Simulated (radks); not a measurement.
All-electron atom: Pm I in [Kr] 4d10 4f5 5p6 6s2 6p2 (not the ground configuration). All-electron calculation, Dirac Kohn-Sham, PBE, spin-unpolarised, spherical densities, finite nucleus; open shells fill j = l - 1/2 first; Fermi nuclear charge, rms radius 4.962 fm. Program: a radial shooting solver on a logarithmic mesh with Libxc functionals.

Spin-orbit splittings of the eigenvalues, e(l+1/2) - e(l-1/2), with zeta = 2 splitting/(2l+1) and mean radii in bohr:

shell  occ.  splitting (eV)  zeta (eV)  <r> j=l-1/2  <r> j=l+1/2
2p        6           560.3      373.5      0.08244      0.08896
3p        6           112.7      75.12       0.2498       0.2624
3d       10           24.42      9.769       0.2339       0.2378
4p        6           24.53      16.35       0.6085       0.6370
4d       10           4.360      1.744       0.6825       0.6927
4f        5          0.5064     0.1447       0.9536       0.9640
5p        6           3.698      2.465        1.556        1.634
5d        0          0.3631     0.1452        2.319        2.363
6p        2          0.3873     0.2582        4.467        4.705
